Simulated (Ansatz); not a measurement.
Born–Oppenheimer molecular dynamics of CH₆BFSSi (11 atoms, charge 0, multiplicity 1). It starts from a relaxed structure.

Method: Ansatz, RKS PBE-D4/STO-3G.

| Property | Result |
| --- | --- |
| ensemble | NVT, Langevin thermostat |
| time step | 0.5 fs |
| steps asked | 400 |
| set temperature | 700 K |
| friction | 0.01 /fs |
| seed | 928025 |

First frame:

```xyz
11
Properties=species:S:1:pos:R:3
B 0.786 1.262 1.025
Si -0.009 -0.470 0.657
C -1.240 -0.912 -0.715
F 0.531 -1.889 1.301
S 1.814 0.451 -0.460
H 0.194 2.218 0.697
H 1.456 1.320 1.985
H -0.883 -1.746 -1.344
H -1.422 -0.040 -1.364
H -2.210 -1.212 -0.283
H 1.048 0.960 -1.479
```

Question: How far do the bonds stretch over the last three quarters of this one trajectory? (Pairs bonded in most of those frames.)

Answer: 
| bond | mean (Å) | spread (Å) | shortest | longest |
| --- | --- | --- | --- | --- |
| B1–Si2 | 1.952 | 0.056 | 1.84 | 2.05 |
| B1–S5 | 2.010 | 0.095 | 1.80 | 2.20 |
| B1–H6 | 1.175 | 0.024 | 1.11 | 1.23 |
| B1–H7 | 1.179 | 0.032 | 1.11 | 1.25 |
| Si2–C3 | 1.917 | 0.056 | 1.80 | 2.05 |
| Si2–F4 | 1.655 | 0.044 | 1.58 | 1.73 |
| Si2–S5 | 2.332 | 0.084 | 2.15 | 2.54 |
| C3–H8 | 1.111 | 0.039 | 1.03 | 1.20 |
| C3–H9 | 1.108 | 0.026 | 1.05 | 1.16 |
| C3–H10 | 1.110 | 0.035 | 1.04 | 1.19 |
| S5–H11 | 1.392 | 0.082 | 1.25 | 1.54 |

Mean temperature of the second half: 748 K. A run of 0.2 ps of so small a system gives no equilibrium averages. Limits of this set-up: minimal basis.

Run time: 16 min on 1 thread of Arm Neoverse V1, with other jobs on the host, peak memory 0.095 GiB.
